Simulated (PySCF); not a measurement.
Bi⁶⁵⁺: ionisation energy

Bi⁶⁵⁺ [Ar] → Bi⁶⁶⁺ [Ne] 3s2 3p5 [3p1/2^2 3p3/2^3, M_J = 3/2], as a difference of total energies. All numbers are calculated (PySCF 2.14, the two-component X2C-1e Hamiltonian, in an even-tempered Gaussian basis (17 s from 22 bohr⁻², ratio 2.4; 15 p from 29 bohr⁻², ratio 2.4; 4 d from 100 bohr⁻², ratio 2.6; 4 f from 150 bohr⁻², ratio 2.6)). Correlated levels: 1s2 frozen; the 50 highest virtual spinors dropped. "Screened" scales the spin-orbit matrix elements by Boettger's factors to mimic the two-electron term; Breit and QED terms are absent.

```json
{"method": "GHF (spin-free)", "ionisation energy (eV)": "7760.6"}
{"method": "GMP2 (spin-free)", "ionisation energy (eV)": "7761.8"}
{"method": "GHF (screened spin-orbit)", "ionisation energy (eV)": "7587.7"}
{"method": "GMP2 (screened spin-orbit)", "ionisation energy (eV)": "7588.8"}
```

Breit and QED terms and the two-electron picture change are absent.

The spin-free rows lack the spin-orbit shift.

For comparison: 7580 ± 30 eV (theoretical estimate listed by NIST; NIST Atomic Spectra Database, ionization energies).
